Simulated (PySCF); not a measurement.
# Correlation energy of I⁺ (iodine, charge +1)

[Kr] 4d10 5s2 5p4, high-spin 3P determinant. Calculation: PySCF 2.14, in x2c-SVPall (6s5p3d, 36 functions); the spin-free X2C one-electron Hamiltonian (Gaussian nucleus). Frozen: [Kr] 4d10; 6 electrons correlated.

MP2 pair energies summed by pair of shells (mhartree):

```json
{"pair": "5p-5p", "energy": "-28.48", "share (%)": "49.9"}
{"pair": "5s-5p", "energy": "-24.46", "share (%)": "42.9"}
{"pair": "5s-5s", "energy": "-4.13", "share (%)": "7.2"}
```

Total MP2 correlation energy: -57.07 mhartree.

Same-spin part -14.39 and opposite-spin part -42.68 mhartree; SCS-MP2 scales them by 1/3 and 6/5 to -56.02 mhartree.

| level | correlation energy (mhartree) |
| --- | --- |
| CCSD | -70.13 |
| (T) | -0.68 |
| CCSD(T) | -70.81 |

Diagnostics: T1 = 0.0067, D1 = 0.0201, largest double amplitude 0.056.

**Question.** Is a single reference adequate?

**Answer.** Yes, within this model without spin-orbit coupling: T1 lies below 0.03 and no double amplitude reaches 0.07.
